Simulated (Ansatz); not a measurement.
MgBr₂⁺. The state is a doublet with charge 1. Geometry r2SCAN-D4/def2-TZVP, that of the neutral singlet; atoms count from 1.

```xyz
3

Mg    0.009   -0.010    0.006
Br    1.718    0.715   -1.389
Br   -1.727   -0.705    1.383
```

Question: Estimate the Mulliken populations from the PBE0/def2-TZVP orbitals of Ansatz.

Answer: 
```json
{"atom": "Mg1", "charge (e)": "1.03", "spin (α − β)": "-0.03"}
{"atom": "Br2", "charge (e)": "-0.01", "spin (α − β)": "0.51"}
{"atom": "Br3", "charge (e)": "-0.01", "spin (α − β)": "0.51"}
```
Mulliken values and Mayer orders depend strongly on the basis.

Question: Where does the spin sit?

Answer: Summed by element: Mg -0.03, Br 1.03, of 1 unpaired in all. Largest on single atoms: Br2 0.51, Br3 0.51, Mg1 -0.03.

Question: And the Mayer bond orders between bonded heavy atoms (over 0.3)?

Answer: Mg1–Br2 0.81 (2.32 Å); Mg1–Br3 0.81 (2.32 Å). Values over 0.3 also appear between atoms too far apart for a bond (Br2–Br3 0.46 at 4.64 Å); they arise where an orbital or an unpaired electron spreads over both atoms.
